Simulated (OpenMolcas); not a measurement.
# Ir3+: ligand-field states by method

Ir3+ with its 6 nearest fluoride ions at 2.056 Å, on the Y site of Cs2NaYF6 (a = 9.075 Å, distance in the model lattice 2.178 Å). The rest of the host is ab initio model potentials to 7.6 Å, with orthogonalisation functions on the cations behind the ligands, and point charges beyond; the distance is set by hand and nothing relaxes. Ligand basis ANO-RCC-VDZP.

```yaml
Program: OpenMolcas 26.06
Basis: ANO-RCC-VDZP [7s6p4d2f]
Scalar_Hamiltonian: DKH2, point nucleus
Active_space: 6 electrons in 5 orbitals (5d)
State_averaging: 2S+1 = 5 even, 5 roots; 2S+1 = 3 even, 45 roots; 2S+1 = 1 even, 50 roots
Spin-orbit_coupling: state interaction with AMFI integrals over the reference wave functions
```

I. CASSCF
II. SS-CASPT2, IPEA 0.25 Eh, imaginary shift 0.1 Eh (closed shells correlated: 5s 5p and the ligand valence shells)

Spin-free states (labels of O, the rotations of Oh) in cm-1, each column counted from its own energy of the first state listed:

```tsv
State	Degeneracy	I	II
1A1	1	0	0
3T1	3	15398	18260
3T2	3	20390	22280
5T2	3	21550	29100
1T1	3	21675	22890
1T2	3	31352	30650
```

From I to II, I's first state of the same spin (1T1) moves from 21675 to 22890 cm-1, by about +1200 cm-1.

From I to II, I's first state of another spin (3T1) moves from 15398 to 18260 cm-1, by about +2900 cm-1.

I: A least-squares ligand-field fit to the states below 45000 cm-1, each weighted by its degeneracy and with a free common offset, gives 10Dq = 23898 cm-1, B = 736 cm-1 and C = 2988 cm-1 (C/B = 4.06), with an rms deviation of 163 cm-1. The same method and metal basis give the free ion B = 862 cm-1 (fit to its terms below 60000 cm-1, rms deviation 23 cm-1), so the nephelauxetic ratio is β = 736 / 862 = 0.85; it hangs on how both fits weigh the states, and computed free-ion B values tend to be too large, so β mixes covalency with correlation.

II: A least-squares ligand-field fit to the states below 45000 cm-1, each weighted by its degeneracy and with a free common offset, gives 10Dq = 24914 cm-1, B = 560 cm-1 and C = 2322 cm-1 (C/B = 4.15), with an rms deviation of 217 cm-1. The same method and metal basis give the free ion B = 758 cm-1 (fit to its terms below 60000 cm-1, rms deviation 668 cm-1), so the nephelauxetic ratio is β = 560 / 758 = 0.74; it hangs on how both fits weigh the states, and computed free-ion B values tend to be too large, so β mixes covalency with correlation.

From I to II, 10Dq changes by +4 %, B by -24 % and C by -22 %.

χT at 300 K: I 0.04, II 0.03 cm3 K/mol.

The states above are spin-free; spin-orbit coupling is strong here and shifts and splits them by thousands of cm-1.

Roots that are degenerate in the reference are averaged as groups; the widest CASPT2 spread within a group is 170 cm-1 (the 2-fold group of multiplicity 1 near 47400 cm-1 above the lowest state of its run, II). Shifts and gaps below about the spread of the groups concerned are not significant. Over all roots computed the reference weight is 0.70 to 0.72 in II; a low but even weight reflects the number of correlated electrons. The least metal-like active orbital is 79 % on the metal (Löwdin) and no ligand orbital is active, so the numbers are rough. Ligand-to-metal charge-transfer states are missing. With no ligand orbital active B as a rule stays too high, so bands that hang on it stand too high and its fall with covalency is understated. Without dynamic correlation the repulsion within the d shell is too large (B by tens of per cent), so at a given field states of lower spin stand too high (holds for I). With metal d orbitals alone the field can be off either way by tens of per cent (holds for I). With one d shell and no ligand orbital active, 10Dq can be off by a tenth or more (holds for II). No measured value stands beside these numbers; the geometry was set by hand and not optimised.
